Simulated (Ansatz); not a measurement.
Ansatz (a program for electronic structure) input for C2H5BClN, SMILES C=CB(N)Cl, PBE/def2-SVPD. Geometry: PBE0-D3(BJ)/def2-SVP. The structure was generated by enumeration, and PubChem lists no compound with its InChIKey, so it may never have been made. One conformer was computed; it need not be the lowest.

Ansatz 0.2 input:
```yaml
crystal:
  periodic: [false, false, false]
  atoms:
    - {symbol: B, position_ang: [-0.09533701, 0.23836020, 0.05581285]}
    - {symbol: Cl, position_ang: [1.30706048, 0.14567141, 1.15617396]}
    - {symbol: C, position_ang: [-0.11786305, -0.66629076, -1.21532946]}
    - {symbol: C, position_ang: [-1.24369668, -1.12467286, -1.77771683]}
    - {symbol: H, position_ang: [0.83925430, -0.98611134, -1.64487010]}
    - {symbol: H, position_ang: [-1.23816331, -1.78383739, -2.65227205]}
    - {symbol: H, position_ang: [-2.23264248, -0.87682783, -1.37403436]}
    - {symbol: N, position_ang: [-1.12741888, 1.11320556, 0.38422950]}
    - {symbol: H, position_ang: [-1.12752669, 1.67051333, 1.22795120]}
    - {symbol: H, position_ang: [-1.92297443, 1.26139088, -0.22212485]}
basis:
  gaussian:
    orbitals: def2-SVPD
hamiltonian:
  xc: {name: PBE}
```

Output:

```
WARN ansatz: RAYON_NUM_THREADS=1 ignored (pool sized by the plan → 1); use --threads N
Functional definition: PBE
integrals: 0.08 GiB planned
1268 factors; their error is unknown
mean field: 0.53 GiB planned
mean field evaluation 1: about -16816.7829 eV, gradient 7.3e1 eV
mean field evaluation 2: about -16788.3516 eV, gradient 1.2e2 eV
mean field evaluation 4: about -16828.6997 eV, gradient 1.2e1 eV
mean field evaluation 8: about -16829.0719 eV, gradient 9.3e-2 eV
mean field evaluation 16: about -16829.0130 eV, gradient 9.0e-5 eV
mean field -16829.01296868 eV, -618.4548194844 hartree, gradient 2.7e-5 eV, S^2 0.000000; 0 other end points of the search recorded, 0 dependent functions left out
reference -16829.01301608 eV, -618.4548212263 hartree; 23, 23 occupied and 124, 124 virtual orbitals, 1268 factors
Total energy: -16829.01301608 eV, -618.4548212263 hartree
```

The run converged.

Cost: about 3 core-seconds (a rough figure).
